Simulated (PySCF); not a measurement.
**Electron correlation in Hg (mercury, neutral)**

[Xe] 4f14 5d9 6s2 6p1, one real determinant (an excited configuration). Computed with PySCF 2.14 in x2c-TZVPPall with one added diffuse shell each of s, p, d, f type (12s8p8d4f1g, 113 functions), with scalar relativity by spin-free X2C-1e. Frozen: [Xe] 4f14; 12 electrons correlated.

```
  level  correlation energy (mhartree)
   CCSD                        -349.36
    (T)                         -13.81
CCSD(T)                        -363.17
```

Diagnostics: T1 = 0.014, D1 = 0.0471, largest double amplitude 0.102.

Is a single reference adequate?

Mostly. T1 lies below 0.03, but a double amplitude of this size points to a near-degeneracy that CCSD handles and MP2 describes poorly.

The reference is one real determinant that mixes LS terms of this configuration.
